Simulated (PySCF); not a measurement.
Atom-mapped SMILES (the numbers label the heavy atoms): `[CH3:1][O:2][C:3]1=[O+:4][BH2-:5][O:6][CH:7]=[CH:8]1`. Each H is labelled by its parent atom.

- GIAO PBE0/pcSseg-1 shieldings
- coordinates at the PBE0-D3(BJ)/def2-SVP level
- run in PySCF 2.14.0 with density-fitted response routines
- non-relativistic Hamiltonian, in vacuum, one conformer, rapidly exchanging positions averaged

δ = σ(ref) − σ, references computed at the same level: $^{13}$C (σref 184.41), $^{1}$H (σref 31.27) vs TMS; H2O for $^{17}$O (σref 334.56); BF3·OEt2 for $^{11}$B (σref 100.73).

```json
{"atoms": "C8", "nucleus": "$^{13}$C", "count": "1", "Hirshfeld charge": "-0.13", "δ (ppm)": "?"}
{"atoms": "O2", "nucleus": "$^{17}$O", "count": "1", "Hirshfeld charge": "-0.08", "δ (ppm)": "166.6"}
{"atoms": "H(C1)", "nucleus": "$^{1}$H", "count": "3", "Hirshfeld charge": "0.06", "δ (ppm)": "3.77"}
{"atoms": "H(C8)", "nucleus": "$^{1}$H", "count": "1", "Hirshfeld charge": "0.05", "δ (ppm)": "5.08"}
{"atoms": "C3", "nucleus": "$^{13}$C", "count": "1", "Hirshfeld charge": "0.22", "δ (ppm)": "180.2"}
{"atoms": "H(B5)", "nucleus": "$^{1}$H", "count": "2", "Hirshfeld charge": "-0.10", "δ (ppm)": "?"}
{"atoms": "O6", "nucleus": "$^{17}$O", "count": "1", "Hirshfeld charge": "-0.13", "δ (ppm)": "?"}
{"atoms": "B5", "nucleus": "$^{11}$B", "count": "1", "Hirshfeld charge": "0.05", "δ (ppm)": "1.1"}
{"atoms": "C1", "nucleus": "$^{13}$C", "count": "1", "Hirshfeld charge": "-0.02", "δ (ppm)": "54.1"}
{"atoms": "C7", "nucleus": "$^{13}$C", "count": "1", "Hirshfeld charge": "0.11", "δ (ppm)": "?"}
{"atoms": "O4", "nucleus": "$^{17}$O", "count": "1", "Hirshfeld charge": "-0.12", "δ (ppm)": "229.9"}
{"atoms": "H(C7)", "nucleus": "$^{1}$H", "count": "1", "Hirshfeld charge": "0.07", "δ (ppm)": "7.62"}
```

Problem. Fill in the missing shifts.

Solution. 
- C7: 184.1 ppm, alkene carbon bearing oxygen; an sp2 carbon further deshielded by the attached heteroatom
- C8: 90.7 ppm, β carbon of an enol-ether or enamine type C=C; the O or N lone pair pushes π density onto this β carbon and shields it
- H(B5): 3.78 ppm, hydrogen on a boron bonded to 2 O, in a 6-membered ring
- O6: 251.2 ppm, oxygen bonded to C, B, in a 6-membered ring

Hydrogens on boron are broadened and split by $^{11}$B (spin 3/2, 80 %) and 10B (spin 3). Shifts are as computed. Against solution values, carbons near 30 ppm lie about +2 ppm off and those near 130 ppm about +5 ppm. Of 1309 compounds with measured shifts, 239 miss one by over three times the rms of a fit or turn the order of signals round; such compounds aren't used in these exercises. Unscaled 17O shifts of doubly bonded oxygen tend to come out too high, by tens of ppm or more. Experimental scales use liquid or dissolved standards, which lie at an offset from isolated H2O (liquid H2O: subtract about 36 ppm).
